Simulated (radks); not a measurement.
The silver ion Ag4+, 43 electrons, occupied as [Kr] 4d5 4f2 (not the ground configuration). Calculated with a radial shooting solver on a logarithmic mesh with Libxc functionals: scalar-relativistic Kohn-Sham, PBE, spin-unpolarised, spherical densities, point nucleus.

Normalised radial functions P(r) = r R(r), r in bohr:

```
   r/bohr * 3s, o 3d, + 4s (the largest magnitude, 1.85, reaches the edge; | marks zero, & curves that meet)
 0.001071                             o+*
 0.001417                             o+*
  0.00189                             o+ *
 0.002501                             o +*
 0.003336                             o + *
 0.004413                             o +  *
 0.005886                             o  +  *
 0.007788                             o  +    *
  0.01039                             o   +    *
  0.01374                             o   +    *
  0.01833                             o   +    *
  0.02426                             o  +   *
  0.03235                             |o+ *
   0.0428                           *+| o
  0.05709                     *   +   |  o
  0.07554               *       +     |     o
   0.1007              *        +     |         o
   0.1333                    *     +  |              o
   0.1778                             |  +*                o
   0.2352                             |        +         *     o
   0.3138                             |        +               o *
   0.4151                             | +                 o   *
   0.5537                   +         |            o*
   0.7326            +                |    *o
   0.9771             +               |*o
    1.293                   +         &
    1.724                         +   &
    2.282                            +&
    3.043                             &
    4.026                             &
     5.37                             &
    7.106                             &
```

3s: eigenvalue -757.09 eV, 2 radial nodes at r = 0.0394, 0.163 bohr, <r> = 0.368 bohr, 90 % of the charge inside 0.542 bohr. 3d: eigenvalue -432.13 eV, 0 radial nodes, <r> = 0.345 bohr, 90 % of the charge inside 0.546 bohr. 4s: eigenvalue -163.56 eV, 3 radial nodes at r = 0.0391, 0.157, 0.437 bohr, <r> = 0.891 bohr, 90 % of the charge inside 1.29 bohr.
